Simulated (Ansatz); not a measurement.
Geometry optimisation, RKS PBE0/def2-SVP in Ansatz 0.2.0.

input.yaml

```yaml
crystal:
  periodic: [false, false, false]
  atoms:
    - { symbol: "N", position_ang: [-0.8276, 0.0767, -0.8039] }
    - { symbol: Al, position_ang: [0.3215, -0.1511, 0.6445] }
    - { symbol: Br, position_ang: [1.4756, -2.1943, 0.8303] }
    - { symbol: H, position_ang: [-1.1636, 1.1086, -0.7369] }
    - { symbol: H, position_ang: [-0.3018, 0.0733, -1.7061] }
    - { symbol: H, position_ang: [0.538, 1.0228, 1.7259] }
basis:
  gaussian: { orbitals: def2-SVP }
hamiltonian:
  xc: pbe0
relax:
  f_tol: 0.015
  max_steps: 40
```

Run as:

```bash
$ ansatz run input.yaml --threads 1 --pin off --max-ram 2048MiB --backend cpu --events-out ev --progress --plain --runs-dir out
```

**Question.** Where does it end, and by what steps?

**Answer.** The run converged. After 6 steps the energy has fallen by 0.534 eV; H5 moved furthest, 0.47 Å.

```
step  energy less start (eV)  largest force component (eV/Å)  accepted
   0                  0.0000                           2.478       yes
   1                 -0.2485                           1.464       yes
   2                 -0.4828                           0.334       yes
   3                 -0.5276                           0.233       yes
   4                 -0.5331                           0.101       yes
   5                 -0.5340                           0.017       yes
   6                 -0.5341                           0.005       yes
```

```xyz
6
Properties=species:S:1:pos:R:3
N -0.541 0.313 -0.788
Al 0.368 -0.090 0.667
Br 1.484 -2.058 0.696
H -1.077 1.164 -0.915
H -0.605 -0.269 -1.617
H 0.413 0.875 1.911
```

The run took 12 s on 1 thread of Intel(R) Xeon(R) 6975P-C (Granite Rapids) (shared host), peak memory 0.18 GiB.
